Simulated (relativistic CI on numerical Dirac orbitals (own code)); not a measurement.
**Pt⁺: resonant inelastic scattering at the L2,3 edge**

Computed with this model: Dirac-Coulomb-Breit CI, separate exchange-only KLI orbitals for each configuration, QED by a radiative potential, Kramers-Heisenberg scattering through one core-hole configuration in a parametric crystal field, unscaled Slater integrals; configurations [Xe] 4f14 5d9 → [He] 2s2 2p5 3s2 3p6 3d10 4s2 4p6 4d10 4f14 5s2 5p6 5d10; 80 K; core-hole width 5 eV; summed over polarisations. Incident energies are the highest absorption maxima for each field (at most a few, so the weaker spin-orbit partner edge can be absent), on the computed scale of the free ion. Intensities are in per cent of the strongest line above 0.02 eV; levels within 1 cm⁻¹ are merged; final levels count from the ground level, the first row holds all elastic scattering, lines under 0.4 are left out and each table stops after 24 rows. The scale of the Slater integrals is a model choice and moves the terms in proportion.

Field parameters in Wybourne normalisation: Oh B⁴₀ = 21Dq, B⁴₄ = √(5/14) B⁴₀. The field is a parameter set, without covalency.

S is read from ⟨S²⟩ = S(S + 1).

Oh, 10Dq = 4050 cm⁻¹:

```csv
Final level (eV),Degeneracy,Irrep,S,11558.6 eV
0.000,4,Γ8,0.50,194.5
0.347,2,Γ7,0.50,100.0
1.379,4,Γ8,0.50,38.1
```

Oh, 10Dq = 9100 cm⁻¹:

| Final level (eV) | Degeneracy | Irrep | S | 11558.9 eV |
| --- | --- | --- | --- | --- |
| 0.000 | 4 | Γ8 | 0.50 | 182.2 |
| 0.867 | 2 | Γ7 | 0.50 | 100.0 |
| 1.794 | 4 | Γ8 | 0.50 | 50.4 |

Oh, 10Dq = 14200 cm⁻¹:

```tsv
Final level (eV)	Degeneracy	Irrep	S	11559.2 eV
0.000	4	Γ8	0.50	172.0
1.443	2	Γ7	0.50	100.0
2.312	4	Γ8	0.50	60.6
```

For the first field the strongest loss at the lowest incident energy is the level at 0.35 eV (S = 0.50, against 0.50 in the thermal ground state).
